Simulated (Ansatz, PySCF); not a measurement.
Species: vinylidene fluoride, C$_{2}$H$_{2}$F$_{2}$, charge 0, multiplicity 1. 
Geometry from a B3LYP-D3(BJ)/def2-TZVP (Ansatz, a program for electronic structure) optimisation:
SMILES: C(F)(=C)F
```xyz
6

C      1.3666    -0.1842    -0.0960
C      0.0659    -0.0089    -0.0046
F     -0.8303    -0.9779     0.0790
F     -0.5461     1.1633     0.0177
H      2.0191     0.6710    -0.1597
H      1.7731    -1.1820    -0.1067
```

Total electronic energies in hartree. Correlated levels leave the core frozen unless marked. Spin-orbit coupling is left out. No relativistic terms. Basis-set limits of correlation are two-point, X^-3; Hartree-Fock from the larger set. The bracket is a focal-point correction in the basis named.

| level | program | energy (Eh) |
|---|---|---|
| HF/aug-cc-pVDZ | Ansatz | -275.77627 |
| HF-D4/def2-TZVPD | PySCF + dftd4 | -275.87450 |
| RI-HF/aug-cc-pVQZ | Ansatz | -275.87160 |
| RI-HF/cc-pVQZ | Ansatz | -275.87060 |
| SVWN5/def2-TZVPD | Ansatz | -275.22085 |
| PBE0/def2-TZVP | Ansatz | -276.90486 |
| BHLYP-D3(BJ)/def2-TZVPD | Ansatz + dftd3 | -277.07035 |
| CAM-B3LYP-D3(BJ)/def2-TZVPD | Ansatz + dftd3 | -277.10654 |
| wB97X/def2-TZVPD | Ansatz | -277.12386 |
| RI-MP2/cc-pVQZ | Ansatz | -276.75397 |
| RI-MP2/CBS(aug-cc-pVTZ,aug-cc-pVQZ) | Ansatz | -276.8063 |
| SCS-MP2/6-31G | Ansatz | -276.05497 |
| CCSD/STO-3G | Ansatz | -272.18292 |
| CCSD(T)/aug-cc-pVDZ | Ansatz | -276.49235 |
| RI-MP2/CBS(aug-cc-pVTZ,aug-cc-pVQZ)+[CCSD(T)-MP2]/aug-cc-pVTZ | Ansatz | -276.8504 |

Totals of different functionals don't rank their quality; only differences between species are comparable.
